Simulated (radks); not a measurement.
Q: Radial electron density D(r) = 4 pi r^2 rho(r) of an atom or ion with 18 electrons. Calculated with a radial shooting solver on a logarithmic mesh with Libxc functionals: scalar-relativistic Kohn-Sham, LDA (Slater exchange, Perdew-Wang correlation), spin-polarised, spherical densities, finite nucleus; Fermi nuclear charge, rms radius of each element as measured or else 0.836 A^(1/3) + 0.57 fm.

r (bohr)  D(r) (e/bohr)
0.003731          3.882
0.004668          5.637
0.005793          7.960
0.007247          11.17
0.009067          15.31
0.01134           20.37
0.01419           26.11
0.01775           31.99
0.02221           37.09
0.02779           40.29
0.03477           40.71
0.04349           38.47
0.05398           35.34
0.06753           33.95
0.08449           36.78
0.1057            43.02
0.1322            47.59
0.1654            44.40
0.207             32.82
0.259             20.41
0.324             15.89
0.4053            18.48
0.5071            19.04
0.6293            13.33
0.7873            5.652
0.985             1.345
1.232            0.1609
1.542          0.008356

What is the nuclear charge?

A: Z = 33. The innermost maximum, from 1s, lies near gamma/Z bohr with gamma = sqrt(1 - (Z/c)^2) = 0.971, here 0.0294 bohr (found: 0.0321), and its height grows with Z. The density is that of the arsenic ion As15+ in [Ar]; the configuration itself is not fixed sharply by these data, and Z only to about a unit. D(r) has 3 maxima, at r = 0.0321, 0.138, 0.464 bohr, and minima at 0.0659, 0.321 bohr, inside which lie 2.07, 10.38 electrons.
